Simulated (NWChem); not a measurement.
# Ca

Computed with NWChem. Medium grid unless said otherwise, to which SCAN and Minnesota functionals are sensitive. B3LYP is NWChem's, with the RPA form of VWN correlation.

Order these by “orbital gap (eV)”, lowest first: M06/def2-TZVP; KT2/def2-TZVP; Hartree-Fock/def2-TZVP; BHandHLYP/def2-TZVP.

KT2/def2-TZVP (2.10), M06/def2-TZVP (3.24), BHandHLYP/def2-TZVP (4.34), Hartree-Fock/def2-TZVP (5.97)
